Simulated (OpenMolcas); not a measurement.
Be+: thermal populations, worked from levels

```
Program             : OpenMolcas
Basis               : ANO-RCC-VQZP [5s4p3d2f1g]
Scalar Hamiltonian  : DKH2, point nucleus
Active space        : 1 electron in 4 orbitals (2s 2p)
State averaging     : 2S+1 = 2 even, 1 root; 2S+1 = 2 odd, 3 roots
Spin-orbit coupling : RASSI with atomic mean-field integrals over the reference wave functions, term energies averaged over their components
```

Methods: CASSCF; SS-CASPT2, IPEA 0.25 Eh, imaginary shift 0.1 Eh (closed shells correlated: 1s). Measured levels: NIST Handbook of Basic Atomic Spectroscopic Data.

**Thermal populations.** Z = Σ (2J + 1) exp(-E/kT) with k = 0.695035 cm-1/K, over the levels below. No other level of either list lies under 88200 cm-1, which is above 7 kT at each temperature.

| Level | 2J + 1 | SS-CASPT2 | measured |
| --- | --- | --- | --- |
| 2s ²S_1/2 | 2 | 0.0 | 0.0 |
| 2p ²P°_1/2 | 2 | 32228 | 31929 |
| 2p ²P°_3/2 | 4 | 32233 | 31935 |

```tsv
T (K)	Z, SS-CASPT2	Z, measured levels	Ground level (%), SS-CASPT2	Ground level (%), measured levels
12000	2.126	2.130	94.1	93.9
```

At 12000 K, kT = 8340 cm-1, and the computed levels give Z = 2.000 + 0.042 + 0.084 = 2.126.

ANO sets are built for ground and valence states and can reach diffuse excited orbitals poorly. With one active electron the reference holds no correlation, so core polarisation is missing (holds for CASSCF). With one active electron, CASPT2 adds the correlation within the correlated inactive shells and between them and that electron, and leaves the splitting within a term as the reference gives it (holds for SS-CASPT2). Computed and measured levels are paired by configuration, term and J; levels that our copy of the source lacks, or whose pairing is in doubt (as where it misses far off the trend of its configuration), stay unpaired and out of the deviations. Only configurations of the active space appear.

° marks odd parity.
